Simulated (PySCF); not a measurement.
## Electronic absorption of C2H10Si3

C₂H₁₀Si₃.
SMILES: `CC1[SiH2][SiH2][SiH2]1`

Theory: TDDFT B3LYP/def2-SVPD, vertical, gas phase, core orbitals frozen in the response (PySCF). Geometry: GFN2-xTB; no solvent, vibrations or thermal averaging.

Task: Predict the UV-vis stick spectrum at this level.

Result: 

| state | E (eV) | λ (nm) | f | symmetry | main configurations (H = HOMO, L = LUMO) |
| --- | --- | --- | --- | --- | --- |
| S1 | 5.28 | 234.8 | 0.0008 | – | H→L (94%) |
| S2 | 5.64 | 219.8 | 0.0087 | A′ | H-1→L (98%) |
| S3 | 5.65 | 219.4 | 0.0032 | A″ | H-2→L (96%) |
| S4 | 5.86 | 211.6 | 0.054 | A″ | H-2→L+1 (60%), H→L+1 (37%) |
| S5 | 6.06 | 204.6 | 0.096 | A″ | H→L+1 (54%), H-2→L+1 (39%) |
| S6 | 6.10 | 203.3 | 0.0019 | – | H-1→L+1 (98%) |
| S7 | 6.55 | 189.3 | 0.029 | A″ | H-1→L+2 (92%) |
| S8 | 6.71 | 184.7 | 0.113 | A′ | H→L+2 (85%) |

Triplets (Tamm–Dancoff): T1 4.84 eV, H→L (90%); T2 5.07 eV, H-1→L (96%); T3 5.23 eV, H→L+1 (93%).

The lowest singlet lies at 5.28 eV (235 nm, ultraviolet) and is very weak; its leading configuration is HOMO→LUMO (94%). The strongest level in the table is S8 at 6.71 eV (185 nm, f = 0.113). It is the last of those listed, so stronger ones may follow. S2/S3 lie within about 0.01 eV of each other. Löwdin shares by element: HOMO silicon 73%, carbon 6% or more (atoms not listed hold the other 20%); LUMO silicon 61%, carbon 9% or more (atoms not listed hold the other 30%). Orbital energies (eV): HOMO-3 -8.96, HOMO-2 -7.64, HOMO-1 -7.57, HOMO -7.37, LUMO -0.99, LUMO+1 -0.67, LUMO+2 0.00. The listed states span 1.43 eV, and the widest gap between neighbours is 0.45 eV (S6 to S7). Weighted by f, the mean energy of these states is 6.29 eV. Symmetry labels in Cs follow from the direction of the transition dipole and are given only for states with f of 0.002 or more. Singlets were solved by full linear response, triplets in the Tamm–Dancoff approximation.

Time: 35 s of wall time (with the writing of density and orbital grids); peak memory 0.71 GiB. Hardware: one thread, Arm Neoverse V1 (aarch64), shared host with 32 logical CPUs at a one-minute load of 30.
